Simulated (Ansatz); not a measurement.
C4H13AlOSi (SMILES [CH3][Al]([CH3])[O][SiH](C)C), singlet, at a GFN2-xTB geometry (such geometries of metal compounds can be far from the true shape), with bond 13-3 at 2.4 times its length; Ansatz (a quantum-chemistry and plane-wave program) with SC-NEVPT2/STO-3G, CASSCF(2,2).

Here is a job for Ansatz.
Ansatz 0.2 input:
```yaml
crystal:
  periodic: [false, false, false]
  atoms:
    - {symbol: Si, position_ang: [-1.60469136, 0.07829144, 0.53415300]}
    - {symbol: C, position_ang: [-2.19326412, 1.80308638, -0.00824853]}
    - {symbol: C, position_ang: [-2.49030227, -1.27618408, -0.46390404]}
    - {symbol: O, position_ang: [0.00276237, -0.03947500, 0.26369500]}
    - {symbol: Al, position_ang: [1.64715844, -0.14662125, -0.09107157]}
    - {symbol: C, position_ang: [2.27241097, 0.92808305, -1.65144410]}
    - {symbol: C, position_ang: [2.71909176, -1.33480601, 1.09891703]}
    - {symbol: H, position_ang: [-1.79113475, -0.11787701, 1.98018153]}
    - {symbol: H, position_ang: [-2.02275013, 1.96807086, -1.06881506]}
    - {symbol: H, position_ang: [-3.25470182, 1.93130501, 0.17977580]}
    - {symbol: H, position_ang: [-1.66576267, 2.58408587, 0.53163446]}
    - {symbol: H, position_ang: [-2.12923635, -2.26325679, -0.19047703]}
    - {symbol: H, position_ang: [-2.10605303, -0.98579654, -3.02748557]}
    - {symbol: H, position_ang: [-3.56091426, -1.25530918, -0.28622687]}
    - {symbol: H, position_ang: [3.35210356, 0.87567295, -1.80311413]}
    - {symbol: H, position_ang: [2.00915695, 1.98384329, -1.53535764]}
    - {symbol: H, position_ang: [1.79874031, 0.59666863, -2.58040230]}
    - {symbol: H, position_ang: [2.63795913, -1.02484979, 2.14503979]}
    - {symbol: H, position_ang: [3.78058781, -1.35128813, 0.84496103]}
    - {symbol: H, position_ang: [2.35905268, -2.36715632, 1.05916940]}
basis:
  gaussian:
    orbitals: STO-3G
magnetization: {spin_polarized: false}
correlation: {method: sc_nevpt2, electrons: all, active_space: {window: {electrons: 2, orbitals: 2}}}
```

Q: What does Ansatz print? Leave out banner, timings and long lists.

A: 
```
Functional definition: HF
714 factors; integrals over basis functions are off by at most 5.7e-5 eV
mean field evaluation 1: about -20550.8701 eV, gradient 3.3e1 eV
mean field evaluation 2: about -20551.0389 eV, gradient 3.3e1 eV
mean field evaluation 4: about -20556.4314 eV, gradient 6.9e0 eV
mean field evaluation 8: about -20556.6619 eV, gradient 4.4e-4 eV
mean field -20556.65809139 eV, -755.4432510551 hartree, gradient 1.3e-6 eV, S^2 0.000000; 0 other end points of the search recorded, 0 dependent functions left out; unrestricted orbitals would lower it
reference -20556.65809139 eV, -755.4432510551 hartree; 36, 36 occupied and 20, 20 virtual orbitals, 714 factors
state -20561.54228696 eV, -755.6227419320 hartree
state -20561.54228696 eV, -755.6227419320 hartree; corrected -20569.87438234 eV, -755.9289407894 hartree
Total energy: -20569.87438234 eV, -755.9289407894 hartree
```
